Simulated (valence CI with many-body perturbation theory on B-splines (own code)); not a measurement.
Energy levels of Eu LI

Computed by configuration interaction combined with many-body perturbation theory (CI+MBPT): three valence electrons over a frozen Dirac-Fock core [Ne], radial functions for each j: 11 s, 11 p, 9 d, 7 f, 5 g, 2 h, 1 i, with the one-electron correlation potential Σ1 (screened to all orders), the two-electron term Σ2, the three-electron term Σ3, Breit, model QED; selected single and double excitations, second order for the rest (own B-spline code, finite nucleus).

No measured spectrum was set against this ion. As an estimate, large intervals hold to a few tenths of a per cent, small ones and those within an open d or f shell to about a per cent.

Levels 46 to 68 of 68, with energies above the lowest level, (3s^2 3p1/2) J=1/2. "Leading %" is the weight of the configuration and term that name the level; weights of strongly mixed levels are sums over their largest components and can fall short. In the jj column 3d3/2^4 stands for four electrons in 3d with j = 3/2.

| No. | Configuration | Term | J | E (Ry) | Leading % | g | Second component | Leading jj |
| --- | --- | --- | --- | --- | --- | --- | --- | --- |
| 46 | 3p2 3d | 2D | 3/2 | 58.060 | 39 | 1.111 | 24 % 3p2 3d 2P | 3p1/2 3p3/2 3d3/2 (86 %) |
| 47 | 3p2 3d | 2D | 5/2 | 58.129 | 28 | 1.179 | 23 % 3p2 3d 4F | 3p1/2 3p3/2 3d3/2 (80 %) |
| 48 | 3p2 3d | 4P | 1/2 | 58.358 | 34 | 1.701 | 30 % 3p2 3d 2P | 3p1/2 3p3/2 3d3/2 (88 %) |
| 49 | 3p3 | 2P° | 3/2 | 58.609 | 49 | 1.268 | 28 % 3p3 2D° | 3p3/2^3 (93 %) |
| 50 | 3p2 3d | 4D | 7/2 | 59.003 | 46 | 1.296 | 35 % 3p2 3d 4F | 3p1/2 3p3/2 3d5/2 (98 %) |
| 51 | 3p2 3d | 2G | 9/2 | 59.527 | 58 | 1.182 | 36 % 3p2 3d 4F | 3p1/2 3p3/2 3d5/2 (93 %) |
| 52 | 3p2 3d | 2P | 3/2 | 59.711 | 49 | 1.364 | 26 % 3p2 3d 4P | 3p1/2 3p3/2 3d5/2 (91 %) |
| 53 | 3p2 3d | 2D | 5/2 | 59.925 | 37 | 1.137 | 21 % 3p2 3d 4D | 3p1/2 3p3/2 3d5/2 (87 %) |
| 54 | 3s 3d2 | 4F | 3/2 | 60.074 | 80 | 0.501 | 11 % 3s 3d2 2D | 3s 3d3/2^2 (86 %) |
| 55 | 3p2 3d | 2F | 7/2 | 60.724 | 48 | 1.099 | 21 % 3p2 3d 2G | 3p1/2 3p3/2 3d5/2 (80 %) |
| 56 | 3s 3d2 | 4F | 5/2 | 60.794 | 59 | 1.078 | 12 % 3s 3d2 2F | 3s 3d3/2^2 (70 %) |
| 57 | 3p2 3d | 2F | 5/2 | 60.988 | 31 | 1.197 | 28 % 3p2 3d 4P | 3p1/2 3p3/2 3d5/2 (82 %) |
| 58 | 3p2 3d | 2P | 1/2 | 61.520 | 49 | 1.261 | 30 % 3p2 3d 2S | 3p1/2 3p3/2 3d5/2 (82 %) |
| 59 | 3p2 3d | 2D | 3/2 | 61.714 | 61 | 0.917 | 12 % 3p2 3d 2P | 3p1/2 3p3/2 3d5/2 (90 %) |
| 60 | 3s 3d2 | 4P | 1/2 | 61.938 | 67 | 2.361 | 15 % 3s 3d2 2S | 3s 3d3/2^2 (78 %) |
| 61 | 3s 3d2 | 4F | 7/2 | 62.784 | 91 | 1.217 |  | 3s 3d3/2 3d5/2 (87 %) |
| 62 | 3s 3d2 | 4P | 5/2 | 63.176 | 32 | 1.239 | 30 % 3s 3d2 4F | 3s 3d3/2 3d5/2 (88 %) |
| 63 | 3s 3d2 | 4P | 3/2 | 63.457 | 87 | 1.591 | 8 % 3s 3d2 2D | 3s 3d3/2 3d5/2 (98 %) |
| 64 | 3s 3d2 | 4F | 9/2 | 63.699 | 55 | 1.233 | 40 % 3s 3d2 2G | 3s 3d3/2 3d5/2 (80 %) |
| 65 | 3s 3d2 | 2G | 7/2 | 64.314 | 72 | 0.961 | 21 % 3s 3d2 2F | 3s 3d3/2 3d5/2 (93 %) |
| 66 | 3s 3d2 | 2F | 5/2 | 64.323 | 50 | 1.130 | 32 % 3s 3d2 4P | 3s 3d3/2 3d5/2 (79 %) |
| 67 | 3s 3d2 | 2D | 3/2 | 64.464 | 45 | 1.050 | 25 % 3s 3d2 2P | 3s 3d3/2 3d5/2 (76 %) |
| 68 | 3s 3d2 | 2P | 1/2 | 65.093 | 57 | 1.155 | 15 % 3s 3d2 4P | 3s 3d3/2 3d5/2 (71 %) |
